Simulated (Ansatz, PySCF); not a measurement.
CH6ClGeN, SMILES [CH3][Ge@H]([NH2])[Cl].

Geometry: ωB97X-D3(BJ)/def2-SVP. The structure was generated by enumeration; whether it is a known compound was not checked. One conformer was computed; it need not be the lowest.

Vertical ionisation energy (IE) and electron affinity (EA) in eV. Rows of orbital energies are one-electron estimates. Where ΔSCF, EOM or ADC give a negative EA the extra electron is unbound and the value depends on the basis.

| level | IE | EA |
|---|---|---|
| −ε(HOMO), −ε(LUMO), ωB97X/def2-TZVP (PySCF) | 10.18 | -2.68 |
| −ε(HOMO), −ε(LUMO), PBE/def2-TZVP (PySCF) | 6.27 | 0.34 |
| ΔSCF, PBE0/def2-SVPD (Ansatz), final states of multiplicity 2 and 2 | 9.94 | -1.39 |
| ΔSCF, PBE/def2-SVPD (Ansatz), final states of multiplicity 2 and 2 | 9.66 | -1.21 |

Q: What vertical singlet–triplet gap does ΔSCF give with PBE0/def2-SVPD (Ansatz, a first-principles code) and with PBE/def2-SVPD (Ansatz)? (The exact figures need the calculation; the answer reports its results.)

A: 6.24 and 5.95 eV (triplet above singlet where positive).
